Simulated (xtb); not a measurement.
C2H6BO3 (SMILES COB([O])OC), doublet, geometry from GFN2-xTB; GFN2-xTB (xtb 6.7.1).

xtb was given this input:
```
$ xtb mol.xyz --gfn 2 --chrg 0 --uhf 1 --json

# file mol.xyz
12

C      1.89015265    -0.33556349     1.03577895
O      0.54829561    -0.31085403     0.65990196
B      0.05977455     0.31889220    -0.52195332
O      0.88731364     0.90391577    -1.30066654
O     -1.30614256     0.19594620    -0.65525112
C     -2.08635764    -0.47654888     0.28250663
H      2.28055546     0.67262022     1.19961710
H      2.50611279    -0.85163567     0.29418992
H      1.92245532    -0.89085602     1.97864220
H     -2.81906205     0.21647431     0.70622354
H     -2.59234078    -1.31564720    -0.20387592
H     -1.45509708    -0.86480594     1.09338195
```

It wrote (shortened):

```
   ID    Z sym.   atoms
    1    6 C      1, 6
    2    8 O      2, 4, 5
    3    5 B      3
    4    1 H      7-12

           -------------------------------------------------
          |                Calculation Setup                |
           -------------------------------------------------

           -------------------------------------------------
          |                 G F N 2 - x T B                 |
           -------------------------------------------------

          ...................................................
          :                      SETUP                      :
          :.................................................:
          :  # basis functions                  30          :
          :  # atomic orbitals                  30          :
          :  # shells                           18          :
          :  # electrons                        35          :
          :  max. iterations                   250          :
          :  Hamiltonian                  GFN2-xTB          :
          :  restarted?                      false          :
          :  GBSA solvation                  false          :
          :  PC potential                    false          :
          :  electronic temp.          300.0000000     K    :
          :  accuracy                    1.0000000          :
          :  -> integral cutoff          0.2500000E+02      :
          :  -> integral neglect         0.1000000E-07      :
          :  -> SCF convergence          0.1000000E-05 Eh   :
          :  -> wf. convergence          0.1000000E-03 e    :
          :  Broyden damping             0.4000000          :
          :  net charge                          0          :
          :  unpaired electrons                  1          :
          ...................................................

 iter      E             dE          RMSdq      gap      omega  full diag
   1    -20.7592558 -0.207593E+02  0.687E+00    9.78       0.0  T
   2    -20.8788782 -0.119622E+00  0.456E+00    7.26       1.0  T
   3    -20.8759536  0.292462E-02  0.280E+00    8.32       1.0  T
   4    -20.9234962 -0.475426E-01  0.124E+00    8.05       1.0  T
   5    -20.9388371 -0.153409E-01  0.356E-01    8.23       1.0  T
   6    -20.9392954 -0.458296E-03  0.215E-01    8.36       1.0  T
   7    -20.9393100 -0.146584E-04  0.128E-01    8.28       1.0  T
   8    -20.9393842 -0.741592E-04  0.186E-02    8.31       1.6  T
[...]
         :: total energy             -20.779464254276 Eh    ::
[...]
     9   1 H        0.924     0.085     1.925     2.170
    10   1 H        0.924     0.069     2.092     2.262
    11   1 H        0.924     0.069     2.092     2.262
    12   1 H        0.923     0.087     1.906     2.159

 Mol. C6AA /au·bohr⁶  :       1242.291199
 Mol. C8AA /au·bohr⁸  :      27335.296565
 Mol. α(0) /au        :         52.651836

Wiberg/Mayer (AO) data.
largest (>0.10) Wiberg bond orders for each atom

 ---------------------------------------------------------------------------
     #   Z sym  total        # sym  WBO       # sym  WBO       # sym  WBO
 ---------------------------------------------------------------------------
     1   6 C    3.938 --     2 O    1.011     8 H    0.970     7 H    0.970
                             9 H    0.939
     2   8 O    2.212 --     1 C    1.011     3 B    0.869     4 O    0.192
     3   5 B    3.371 --     4 O    1.455     5 O    1.010     2 O    0.869
     4   8 O    1.957 --     3 B    1.455     2 O    0.192     5 O    0.149
     5   8 O    2.277 --     6 C    1.011     3 B    1.010     4 O    0.149
     6   6 C    3.941 --     5 O    1.011    11 H    0.966    10 H    0.966
                            12 H    0.921
     7   1 H    0.996 --     1 C    0.970
     8   1 H    0.996 --     1 C    0.970
     9   1 H    0.992 --     1 C    0.939
    10   1 H    0.995 --     6 C    0.966
    11   1 H    0.995 --     6 C    0.966
    12   1 H    0.991 --     6 C    0.921
 ---------------------------------------------------------------------------

Topologies differ in total number of bonds
Writing topology from bond orders to xtbtopo.mol

molecular dipole:
                 x           y           z       tot (Debye)
 q only:       -0.238      -0.804       1.294
   full:       -0.267      -0.909       1.464       4.433
molecular quadrupole (traceless):
                xx          xy          yy          xz          yz          zz
 q only:        5.907      -0.299      -2.345       2.300       1.684      -3.562
  q+dip:        4.696      -1.009      -0.907       2.558       3.368      -3.789
   full:        5.023      -1.049      -1.240       2.825       3.122      -3.783

           -------------------------------------------------
          | TOTAL ENERGY              -20.779464254276 Eh   |
          | GRADIENT NORM               0.000071558976 Eh/α |
          | HOMO-LUMO GAP               8.302734450693 eV   |
           -------------------------------------------------

normal termination of xtb
```
